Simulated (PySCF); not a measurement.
Two-component Hartree-Fock for Tc+ (technetium, charge +1)

Start: [Kr] 4d4 5s1 6s1; 4d5/2 filled at m_j = -1/2, +1/2, +3/2, +5/2; 5s1/2 filled at m_j = +1/2; 6s1/2 filled at m_j = +1/2. Calculated with PySCF 2.14 in x2c-TZVPall-2c with one added diffuse shell each of s, p, d type (9s10p8d1f, 86 functions): generalised Hartree-Fock with the X2C-1e Hamiltonian and a Gaussian nucleus; one run each with spin-orbit coupling (SO) switched off, then screened by Boettger's factors. This is a chosen level, not necessarily the ground level.

| spinor shell | electrons | ε, spin-free (eV) | ε, screened SO (eV) | weight of nominal j (screened SO) | rms radius, screened SO (bohr) |
| --- | --- | --- | --- | --- | --- |
| 1s1/2 | 2 | -21176.6 | -21175.4 | 1.000 | 0.0394 |
| 2s1/2 | 2 | -3113.4 | -3113.1 | 1.000 | 0.162 |
| 2p1/2 | 2 | -2781.5 | -2863.2 | 1.000 | 0.141 |
| 2p3/2 | 4 | -2781.5 | -2743.4 | 1.000 | 0.145 |
| 3s1/2 | 2 | -589.54 | -589.49 | 1.000 | 0.442 |
| 3p1/2 | 2 | -477.62 | -491.84 | 1.000 | 0.439 |
| 3p3/2 | 4 | -477.62 | -470.99 | 1.000 | 0.450 |
| 3d3/2 | 4 | -296.63 | -299.02 | 0.969 | 0.433 |
| 3d5/2 | 6 | -296.63 | -295.01 | 0.980 | 0.436 |
| 4s1/2 | 2 | -105.91 | -105.92 | 1.000 | 1.12 |
| 4p1/2 | 2 | -71.867 | -76.332 | 0.688 | 1.24 |
| 4p3/2 | 4 | -71.867 | -69.726 | 0.844 | 1.25 |
| 4d5/2 | 4 | -29.165 | -29.136 | 0.668 | 1.67 |
| 5s1/2 | 1 | -18.993 | -18.996 | 1.000 | 3.01 |
| 6s1/2 | 1 | -6.278 | -6.278 | 0.999 | 7.16 |

```tsv
quantity	spin-free	screened SO
E (hartree)	-4282.06237	-4282.61212
M_J	5	5
⟨J²⟩	30.012	30.013
⟨L²⟩	6.010	6.061
⟨S²⟩	12.001	11.972
```

Each row is a mean over spinors that exchange with the open shell spreads, by up to 9.884 eV (4p3/2).

Rows whose weight is well below 1 are mixtures of j = l ± 1/2: exchange outweighs spin-orbit coupling there, and the label is only the starting occupation.

Breit and QED terms are absent; they matter most for the inner s and p1/2 levels.

Densities and radii are taken from the X2C orbitals without a picture-change correction, which distorts them close to the nucleus.

Without spin-orbit coupling the j labels of p, d and f shells carry no meaning; the spin-free column gives the mean over the occupied spinors of each nl shell.
